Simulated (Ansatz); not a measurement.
Stepwise reaction of `N[Si](O)(F)F` with water, as a gas-phase model of exchange steps in deposition or etching. ΔE in kJ/mol; ΔG adds harmonic PBE0-D4 terms to CCSD(T)/CBS, at 1 bar.

Gas-phase electronic energies from Ansatz, PBE0-D4/def2-TZVP geometries. CCSD(T)/CBS is the MP2 limit (def2-TZVPP, def2-QZVPP) plus CCSD(T) − MP2 in def2-TZVPP, frozen cores. This one scheme is used for every species. DFT in def2-TZVPP. B3LYP here is the variant with VWN-RPA as its local correlation; programs differ in this. One conformer a species, not always the lowest.

```csv
step,reaction,PBE-D4,B3LYP-D4,ωB97M-V,CCSD(T)/CBS,ΔG(600 K)
1,`N[Si](O)(F)F` + H₂O → `N[Si](O)(O)F` + H–F,38.5,40.6,40.4,40.5,43.2
2,`N[Si](O)(O)F` + H₂O → `N[Si](O)(O)O` + H–F,43.3,46.0,45.4,45.1,46.5
```

**Question.** By hand: ΔE of the 2 steps together at CCSD(T)/CBS.

**Answer.** (40.5) + (45.1) = 85.6 kJ/mol, or 42.8 kJ/mol a step.

In ΔE the steps differ by no more than 4.6 kJ/mol. All are uphill at CCSD(T)/CBS. ΔG lies between 43.2 and 46.5 kJ/mol a step. PBE-D4 differs from CCSD(T)/CBS by -2.0 to -1.8 kJ/mol a step. Isolated molecules leave out the surface, adducts and barriers. Largest T1 diagnostic: 0.011.
